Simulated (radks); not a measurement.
All-electron atom: Cu9+ in [Ar] 4s2 (not the ground configuration).

All-electron calculation, scalar-relativistic Kohn-Sham, r2SCAN, spin-polarised, spherical densities, finite nucleus; meta-GGA in the generalised Kohn-Sham scheme; Fermi nuclear charge, rms radius 3.8823 fm. Program: a radial shooting solver on a logarithmic mesh with Libxc functionals.

Energy parts (eV):
part                       energy
total                  -44041.358
kinetic                 44730.888
electron-nucleus      -100685.572
Hartree                 13508.122
exchange-correlation    -1594.797

Orbitals (lengths in bohr, moments of r in powers of bohr; <r^-3> diverges for s and p1/2; r(90%) holds 90 % of the orbital's charge):
\begin{tabular}{lrrrrrr}
orbital & occ. & eigenvalue (eV) & r(90%) & <r> & <r^-3> & <r^4> \\ \hline
1s & 2 & -9152.868 & 0.0932 & 0.05216 & - & 0.00003456 \\
2s & 2 & -1355.686 & 0.362 & 0.2340 & - & 0.007224 \\
2p & 6 & -1207.261 & 0.336 & 0.2057 & 707.6 & 0.005394 \\
3s & 2 & -358.2152 & 0.938 & 0.6400 & - & 0.3299 \\
3p & 6 & -311.7645 & 0.962 & 0.6437 & 122.3 & 0.3622 \\
3d & 0 & -240.1597 & 0.967 & 0.6180 & 15.62 & 0.3654 \\
4s & 2 & -143.2644 & 1.99 & 1.406 & - & 6.792 \\
4p & 0 & -127.6102 & 2.08 & 1.464 & 30.51 & 8.139 \\
\end{tabular}

The highest occupied level is 4s at -143.26 eV. The configuration is held as typed, so some empty levels lie below it. Summed over all electrons, <r^2> = 8.677 bohr^2, which gives a Langevin (diamagnetic) susceptibility term of -6.87 x 10^-6 cm^3/mol. The electron density at the nucleus is 2.255e+04 e/bohr^3 (large components only). The density falls to 0.001 e/bohr^3 at r = 2.59 bohr.
